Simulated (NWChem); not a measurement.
Molecule: C3H3NS2; SMILES c1(S)cncs1

```xyz
9

S     -0.0564     2.1576     0.0594
C     -0.1802     0.4100    -0.0211
C     -1.3294    -0.3442    -0.0069
N     -1.1607    -1.6932     0.0139
C      0.1016    -1.9985     0.0178
S      1.1869    -0.6565     0.0143
H      0.3345     2.3658    -1.2200
H     -2.3321     0.0878    -0.0126
H      0.4822    -3.0234     0.0165
```
Atoms are numbered in this order, from 1.

Computed with NWChem. Medium grid unless said otherwise, to which SCAN and Minnesota functionals are sensitive. The geometry was optimised at PBE0/def2-SVP. Total energies of different functionals are on different scales.

| level | energy (Ha) | highest occupied level (eV) | orbital gap (eV) | dipole (D) |
|---|---|---|---|---|
| B3LYP/def2-SVP | -966.8933 | -6.83 | 5.55 | 1.58 |
| PBE/def2-SVP | -966.3234 | -5.89 | 3.89 | 1.53 |
| BLYP/def2-SVP | -966.7968 | -5.65 | 3.88 | 1.54 |
| PBE0/def2-SVP | -966.3927 | … | … | 1.58 |
| BP86/def2-SVP | -966.9537 | -6.00 | 3.91 | 1.53 |
| MN15-L/def2-SVP | -966.5396 | -6.38 | 4.67 | 1.50 |
| LC-BLYP (range parameter 0.33 per bohr)/def2-SVP | -965.9812 | -9.28 | 10.24 | 1.68 |
| LRC-wPBEh/def2-SVP | -966.4251 | -8.99 | 9.47 | 1.60 |

What belongs in the gaps?


- PBE0/def2-SVP, highest occupied level (eV): -7.15
- PBE0/def2-SVP, orbital gap (eV): 5.97
